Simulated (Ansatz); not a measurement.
Geometry optimisation, Ansatz 0.2.0, RKS B3LYP-D4/def2-SVP.

input.yaml

```yaml
crystal:
  periodic: [false, false, false]
  atoms:
    - { symbol: Zr, position_ang: [0.0, 0.0, 0.0] }
    - { symbol: Cl, position_ang: [0.0, 0.0, 2.87] }
    - { symbol: F, position_ang: [1.8671, 0.0, -0.6593] }
    - { symbol: F, position_ang: [-0.9326, 1.6157, -0.6593] }
    - { symbol: O, position_ang: [-0.975, -1.6891, -0.6893] }
    - { symbol: H, position_ang: [-1.4296, -2.1548, 0.0831] }
    - { symbol: O, position_ang: [-2.2491, 0.0072, 0.7473] }
    - { symbol: H, position_ang: [-2.796, -0.6214, 0.1765] }
    - { symbol: H, position_ang: [-1.5726, 0.005, 2.002] }
basis:
  gaussian: { orbitals: def2-SVP }
hamiltonian:
  xc: b3lyp
  dispersion: d4
relax:
  f_tol: 0.15
  max_steps: 25
  restrain:
    - { distance: [0, 6], at: 2.07, k: 30.0 }
    - { distance: [8, 1], at: 1.37, k: 30.0 }
    - { distance: [0, 1], at: 3.72, k: 30.0 }
    - { distance: [8, 6], at: 2.21, k: 30.0 }
output:
  orbitals: {}
```

Command:

```bash
$ ansatz run input.yaml --threads 4 --pin off --max-ram 5120MiB --backend cpu --events-out ev --progress --plain --runs-dir out
```

Where does it end, and by what steps?

It converged. The restraints hold the end off the free minimum. After 19 steps the energy has fallen by 2.624 eV (the restraints' own energy left out); H8 moved furthest, 1.74 Å. Joined: Cl2–H9 (1.80 → 1.34 Å).

```csv
step,energy less start (eV),largest force component (eV/Å),accepted
0,0.0000,3.220,yes
1,0.2272,2.431,yes
2,0.1631,1.933,yes
3,-0.4280,1.164,yes
4,-0.9404,0.904,yes
5,-1.3014,1.021,yes
6,-1.6410,1.034,yes
7,-1.9456,1.068,yes
8,-2.1653,1.074,yes
9,-2.2822,1.043,yes
10,-2.3596,1.353,yes
11,-2.4498,1.171,yes
12,-2.5053,1.085,yes
13,-2.5406,1.241,yes
14,-2.6011,1.016,yes
15,-2.6119,1.038,yes
16,-2.5910,1.231,no
17,-2.6181,1.075,yes
18,-2.6184,0.949,yes
19,-2.6245,1.012,yes
```

```xyz
9
Properties=species:S:1:pos:R:3
Zr -0.612 0.063 -0.426
Cl -0.225 -1.129 3.074
F 1.099 0.763 0.071
F -1.074 0.820 -2.119
O -0.568 -1.832 -0.673
H -0.518 -2.789 -0.620
O -2.030 0.647 0.898
H -2.949 0.925 0.959
H -1.211 -0.305 2.707
```

Run time: 54 s on 4 threads of Arm Neoverse V1, with other jobs on the host, peak memory 0.31 GiB.
